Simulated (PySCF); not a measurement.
**Sn (tin, neutral) across methods**

[Kr] 4d10 5s1 5p3, high-spin 5S determinant (an excited configuration). All numbers are calculated (PySCF 2.14, scalar relativity by spin-free X2C-1e, in x2c-TZVPPall with one added diffuse shell each of s, p, d, f type (9s7p5d3f, 76 functions)). The B2PLYP total includes its PT2 part (frozen core); its orbital energies are those of the SCF part.

```json
{"method": "r2SCAN", "E (hartree)": "-6176.31", "mean ε 4d β (eV)": "-27.173", "mean ε 5s α (eV)": "-12.816", "mean ε 5p α (eV)": "-5.347", "Σ⟨r²⟩ (bohr²)": "61.88", "⟨S²⟩": "6.004"}
{"method": "wB97X-V", "E (hartree)": "-6175.98", "mean ε 4d β (eV)": "-31.815", "mean ε 5s α (eV)": "-16.615", "mean ε 5p α (eV)": "-7.976", "Σ⟨r²⟩ (bohr²)": "62.31", "⟨S²⟩": "6.002"}
{"method": "LDA", "E (hartree)": "-6170.26", "mean ε 4d β (eV)": "-26.711", "mean ε 5s α (eV)": "-12.335", "mean ε 5p α (eV)": "-5.116", "Σ⟨r²⟩ (bohr²)": "62.37", "⟨S²⟩": "6.002"}
{"method": "PBE0", "E (hartree)": "-6175.95", "mean ε 4d β (eV)": "-29.212", "mean ε 5s α (eV)": "-13.856", "mean ε 5p α (eV)": "-6.003", "Σ⟨r²⟩ (bohr²)": "62.07", "⟨S²⟩": "6.002"}
{"method": "BHandHLYP", "E (hartree)": "-6176.28", "mean ε 4d β (eV)": "-31.776", "mean ε 5s α (eV)": "-15.262", "mean ε 5p α (eV)": "-6.674", "Σ⟨r²⟩ (bohr²)": "62.18", "⟨S²⟩": "6.002"}
{"method": "UHF", "E (hartree)": "-6173.63910", "mean ε 4d β (eV)": "-36.263", "mean ε 5s α (eV)": "-18.332", "mean ε 5p α (eV)": "-8.550", "Σ⟨r²⟩ (bohr²)": "62.64", "⟨S²⟩": "6.005"}
{"method": "B2PLYP", "E (hartree)": "-6175.61", "mean ε 4d β (eV)": "-31.829", "mean ε 5s α (eV)": "-15.389", "mean ε 5p α (eV)": "-6.761", "Σ⟨r²⟩ (bohr²)": "62.39", "⟨S²⟩": "6.002"}
{"method": "BLYP", "E (hartree)": "-6176.46", "mean ε 4d β (eV)": "-26.418", "mean ε 5s α (eV)": "-11.871", "mean ε 5p α (eV)": "-4.709", "Σ⟨r²⟩ (bohr²)": "62.80", "⟨S²⟩": "6.001"}
{"method": "PBE", "E (hartree)": "-6175.85", "mean ε 4d β (eV)": "-26.536", "mean ε 5s α (eV)": "-12.145", "mean ε 5p α (eV)": "-5.013", "Σ⟨r²⟩ (bohr²)": "62.44", "⟨S²⟩": "6.002"}
```
